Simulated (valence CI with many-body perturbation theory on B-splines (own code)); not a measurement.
Missing levels of Sn⁴⁴⁺

Method: relativistic CI+MBPT: four valence electrons over a frozen Dirac-Fock core [He], a basis of 11 s, 11 p, 10 d, 8 f, 5 g, 2 h functions for each j, with the one-electron correlation potential Σ1, the two-electron term Σ2, the three-electron term Σ3, Breit, model QED; selected CI, second order for the rest, scaled by the run's own slope (own B-spline code, finite nucleus).

The last digits are not significant, and no measured levels were compared; by estimate large intervals hold to a few tenths of a per cent, small ones and those within an open d or f shell to about a per cent. Among the levels kept, up to 840 cm⁻¹ of a level comes from second order outside the variational space, and about a tenth of that is noise between levels of different J, which matters for small intervals.

| Level | E (eV) |
| --- | --- |
| (2s^2 2p1/2^2) J=0 | 0.00 |
| (2s^2 2p1/2 2p3/2) J=1 | 233.52 |
| (2s^2 2p1/2 2p3/2) J=2 | ? |
| (2s 2p1/2^2 2p3/2) J=2 | 399.16 |
| (2s 2p1/2^2 2p3/2) J=1 | ? |
| (2s^2 2p3/2^2) J=2 | ? |
| (2s^2 2p3/2^2) J=0 | 529.34 |
| (2s 2p1/2 2p3/2^2) J=2 [a] | 620.47 |
| (2s 2p1/2 2p3/2^2) J=3 | 652.42 |
| (2s 2p1/2 2p3/2^2) J=0 | 685.57 |
| (2s 2p1/2 2p3/2^2) J=1 [a] | 698.62 |
| (2s 2p1/2 2p3/2^2) J=2 [b] | ? |
| (2s 2p1/2 2p3/2^2) J=1 [b] | ? |
| (2p1/2^2 2p3/2^2) J=2 | 889.11 |
| (2s 2p3/2^3) J=2 | 921.07 |
| (2p1/2^2 2p3/2^2) J=0 | 929.13 |
| (2s 2p3/2^3) J=1 | 972.84 |
| (2p1/2 2p3/2^3) J=1 | 1131.10 |
| (2p1/2 2p3/2^3) J=2 | 1146.68 |
| (2p3/2^4) J=0 | ? |

Levels are named by their leading jj configuration (3d3/2^4 stands for four electrons in 3d with j = 3/2), which in mixed levels can hold well under half, so a name can repeat and another be missing. Letters in brackets count levels of one name in rising energy.

The levels stand in rising order. What does the calculation give for the missing energies?

(2s^2 2p1/2 2p3/2) J=2 248.22; (2s 2p1/2^2 2p3/2) J=1 455.45; (2s^2 2p3/2^2) J=2 492.81; (2s 2p1/2 2p3/2^2) J=2 [b] 708.76; (2s 2p1/2 2p3/2^2) J=1 [b] 712.74; (2p3/2^4) J=0 1409.15.
